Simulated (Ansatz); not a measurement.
Program: Ansatz. Geometries: PBE0-D4/def2-TZVP. ΔE: electronic, gas phase. CCSD(T)/CBS is the MP2 limit (def2-TZVPP, def2-QZVPP) plus CCSD(T) − MP2 in def2-TZVPP, frozen cores. Functionals use def2-TZVPP. Elements past krypton have def2 core potentials. For Te outer-core shells are correlated without core-valence functions, which leaves a few kJ/mol of doubt a bond.

`FC(F)(F)[TeH]` + `COC([SiH3])=S` → `COC(=S)[TeH]` + `FC(F)(F)[SiH3]`  (redistribution)

```json
{"species": "`FC(F)(F)[TeH]`", "PBE0 energy (Eh)": "-606.08254"}
{"species": "`COC([SiH3])=S`", "PBE0 energy (Eh)": "-842.33475"}
{"species": "`COC(=S)[TeH]`", "PBE0 energy (Eh)": "-819.79313"}
{"species": "`FC(F)(F)[SiH3]`", "PBE0 energy (Eh)": "-628.63133"}
```

(1) Work out ΔE.

Largest T1 diagnostic among the species: 0.017.

Results:

(1) ΔE = (-819.79313) + (-628.63133) − (-606.08254) − (-842.33475) = -0.00717 Eh = -18.8 kJ/mol. CCSD(T)/CBS gives -21.4 kJ/mol.

From PBE to PBE0 (25 % exact exchange), in def2-TZVPP and without D4, ΔE moves by +3.2 kJ/mol. In def2-TZVPP, CCSD(T) changes the Hartree–Fock value by −3.7 kJ/mol (the triples alone add −1.8 kJ/mol) and MP2 by −11.6 kJ/mol.
